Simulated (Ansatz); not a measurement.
A geometry relaxed with B3LYP-D3(BJ)/def2-TZVP in Ansatz (an electronic-structure program), charge 0, multiplicity 1:

```xyz
8

C      0.3885     0.6340    -0.0664
N      1.5945     0.3952     0.2319
H      1.7435    -0.6065     0.3807
H     -1.5444    -0.0977     0.4880
H      0.1248     1.6805    -0.2451
H     -1.1621    -0.2924    -1.2139
H     -0.4071    -1.3675    -0.0162
C     -0.7378    -0.3456    -0.2074
```

Task: Write the SMILES of this molecule.

Result: `[H]/N=C\C`
